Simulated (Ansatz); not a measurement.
`[SiH3][SiH2][SnH3]` + HBr → `[SiH3][SiH2]Br` + `[SnH4]` at 600 K and 1 bar (cleavage of the Si–Sn bond).

Gas-phase electronic energies from Ansatz, PBE0-D4/def2-TZVP geometries. CBS: MP2 limit from def2 TZ/QZ plus the TZ coupled-cluster correction, frozen cores. def2 core potentials past Kr. For Br, Sn outer-core shells are correlated without core-valence functions, which leaves a few kJ/mol of doubt a bond. Scalar relativity is left out up to krypton.

| species | CCSD(T)/CBS energy (Eh) | H − E (kJ/mol) | S (J/(mol·K)) |
| --- | --- | --- | --- |
| `[SiH3][SiH2][SnH3]` | -796.96755 | 233.0 | 488.2 |
| HBr | -2573.91920 | 33.5 | 219.1 |
| `[SiH3][SiH2]Br` | -3154.51510 | 164.7 | 412.3 |
| `[SnH4]` | -216.39156 | 98.5 | 271.3 |

H − E and S are ideal-gas, rigid-rotor, harmonic terms from PBE0-D4/def2-TZVP. 1 Eh = 2625.50 kJ/mol, R = 8.31446 J/(mol·K).

By hand: ΔE, ΔH, ΔS and ΔG.

ΔE = (-3154.51510) + (-216.39156) − (-796.96755) − (-2573.91920) = -0.01991 Eh = -52.3 kJ/mol. Δ(H − E) = 164.7 + 98.5 − 233.0 − 33.5 = -3.3, so ΔH = -55.6 kJ/mol. ΔS = 412.3 + 271.3 − 488.2 − 219.1 = -23.7 J/(mol·K). ΔG = -55.6 − 600 × (-23.7)/1000 = -41.4 kJ/mol.

By hand: the equilibrium constant, and the temperature at which ΔG would vanish if ΔH and ΔS stayed fixed.

log₁₀ K = −ΔG/(RT ln 10) = 3.6. ΔG = 0 at ΔH/ΔS = 2346 K.

ΔH outweighs TΔS. A doubt of 5 kJ/mol in ΔE shifts log₁₀ K by 0.4 here. Modes under 60 cm⁻¹, often nearly free rotors, make the harmonic entropy too high. These are equilibria of isolated gas molecules and say nothing of rates. Largest T1 diagnostic: 0.014 (customary marks: 0.02 for closed shells, 0.045 for open ones).
